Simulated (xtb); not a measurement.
Input for xtb: GFN1-xTB on NH+, 2S+1 = 4, a spin state set in the input, which need not be the lowest, a point of a bond scan (R = 1.164 Å). Charge +1.

```
$ xtb mol.xyz --gfn 1 --sp --chrg 1 --uhf 3
2

H      0.00000000     0.00000000     0.00000000
N      0.00000000     0.00000000     1.16363100
```

Program output:

```
[...]
           -------------------------------------------------
          |                Calculation Setup                |
           -------------------------------------------------



           -------------------------------------------------
          |                 G F N 1 - x T B                 |
           -------------------------------------------------

        Reference                      10.1021/acs.jctc.7b00118
      * Hamiltonian:
        H0-scaling (s, p, d)           1.850000    2.250000    2.000000
        zeta-weighting                 0.000000
      * Dispersion:
        s8                             2.400000
        a1                             0.630000
        a2                             5.000000
        s9                             0.000000
      * Repulsion:
        kExp                           1.500000
        rExp                           1.000000
      * Coulomb:
        alpha                          2.000000
        third order                    atomic
        anisotropic                    false
      * Halogen bond correction:
        rad-scale                      1.300000
        damping                        0.440000


          ...................................................
          :                      SETUP                      :
          :.................................................:
          :  # basis functions                   6          :
          :  # atomic orbitals                   6          :
          :  # shells                            4          :
          :  # electrons                         5          :
          :  # halogen bonds                     0          :
          :  max. iterations                   250          :
          :  Hamiltonian                  GFN1-xTB          :
          :  restarted?                      false          :
          :  GBSA solvation                  false          :
          :  PC potential                    false          :
          :  electronic temp.          300.0000000     K    :
          :  accuracy                    1.0000000          :
          :  -> integral cutoff          0.2500000E+02      :
          :  -> integral neglect         0.1000000E-07      :
          :  -> SCF convergence          0.1000000E-05 Eh   :
          :  -> wf. convergence          0.2000000E-04 e    :
          :  Broyden damping             0.4000000          :
          :  net charge                          1          :
          :  unpaired electrons                  3          :
          ...................................................

 iter      E             dE          RMSdq      gap      omega  full diag
   1     -2.7997866 -0.279979E+01  0.274E-01    9.64       0.0  T
   2     -2.7998440 -0.573670E-04  0.110E-01    9.75       1.0  T
   3     -2.7998547 -0.107276E-04  0.256E-02    9.82       2.8  T
   4     -2.7998547 -0.184908E-07  0.631E-04    9.83     112.1  T
   5     -2.7998547 -0.274083E-09  0.125E-06    9.83   56731.4  T
   6     -2.7998547  0.000000E+00  0.420E-07    9.83  100000.0  T

   *** convergence criteria satisfied after 6 iterations ***

         #    Occupation            Energy/Eh            Energy/eV
      -------------------------------------------------------------
         1        2.0000           -1.1570647             -31.4853
         2        1.0000           -0.9450172             -25.7152
         3        1.0000           -0.8755288             -23.8244
         4        1.0000           -0.8755288             -23.8244 (HOMO)
         5                         -0.5144387             -13.9986 (LUMO)
         6                         -0.3261827              -8.8759
      -------------------------------------------------------------
                  HL-Gap            0.3610900 Eh            9.8258 eV
             Fermi-level           -0.8730124 Eh          -23.7559 eV

 SCC (total)                   0 d,  0 h,  0 min,  0.001 sec
 SCC setup                      ...        0 min,  0.000 sec (  6.861%)
 Dispersion                     ...        0 min,  0.000 sec (  3.531%)
 classical contributions        ...        0 min,  0.000 sec (  1.853%)
 integral evaluation            ...        0 min,  0.000 sec ( 11.941%)
 iterations                     ...        0 min,  0.000 sec ( 56.092%)
 molecular gradient             ...        0 min,  0.000 sec (  9.435%)
 printout                       ...        0 min,  0.000 sec (  9.575%)

         :::::::::::::::::::::::::::::::::::::::::::::::::::::
         ::                     SUMMARY                     ::
         :::::::::::::::::::::::::::::::::::::::::::::::::::::
         :: total energy              -2.795157561653 Eh    ::
         :: gradient norm              0.038776394989 Eh/a0 ::
         :: HOMO-LUMO gap              9.825760120423 eV    ::
         ::.................................................::
         :: SCC energy                -2.799854728801 Eh    ::
         :: -> electrostatic           0.201765452845 Eh    ::
         :: repulsion energy           0.004772796527 Eh    ::
         :: dispersion energy         -0.000075629380 Eh    ::
         :: halogen bond corr.         0.000000000000 Eh    ::
         :: add. restraining           0.000000000000 Eh    ::
         :: total charge               1.000000000000 e     ::
         :::::::::::::::::::::::::::::::::::::::::::::::::::::

           -------------------------------------------------
          |                Property Printout                |
           -------------------------------------------------

    * Orbital Energies and Occupations

         #    Occupation            Energy/Eh            Energy/eV
      -------------------------------------------------------------
         1        2.0000           -1.1570647             -31.4853
         2        1.0000           -0.9450172             -25.7152
         3        1.0000           -0.8755288             -23.8244
         4        1.0000           -0.8755288             -23.8244 (HOMO)
         5                         -0.5144387             -13.9986 (LUMO)
         6                         -0.3261827              -8.8759
      -------------------------------------------------------------
                  HL-Gap            0.3610900 Eh            9.8258 eV
             Fermi-level           -0.8730124 Eh          -23.7559 eV

  Mulliken/CM5 charges         n(s)   n(p)   n(d)
     1H     0.54296  0.66848   0.457  0.000  0.000
     2N     0.45704  0.33152   1.809  2.734  0.000

Wiberg/Mayer (AO) data.
largest (>0.10) Wiberg bond orders for each atom

 ---------------------------------------------------------------------------
     #   Z sym  total        # sym  WBO       # sym  WBO       # sym  WBO
 ---------------------------------------------------------------------------
     1   1 H    0.663 --     2 N    0.663
     2   7 N    0.663 --     1 H    0.663
 ---------------------------------------------------------------------------

Topologies differ in total number of bonds
Writing topology from bond orders to xtbtopo.mol

 dipole moment from electron density (au)
     X       Y       Z
   0.0000  -0.0000   0.8584  total (Debye):    2.182


           -------------------------------------------------
          | TOTAL ENERGY               -2.795157561653 Eh   |
          | GRADIENT NORM               0.038776394989 Eh/α |
          | HOMO-LUMO GAP               9.825760120423 eV   |
           -------------------------------------------------

------------------------------------------------------------------------
------------------------------------------------------------------------
 total:
Note: The following floating-point exceptions are signalling: IEEE_DENORMAL
normal termination of xtb
 SCF:
```

The run finished.

Cost: roughly 0.020 core-seconds.
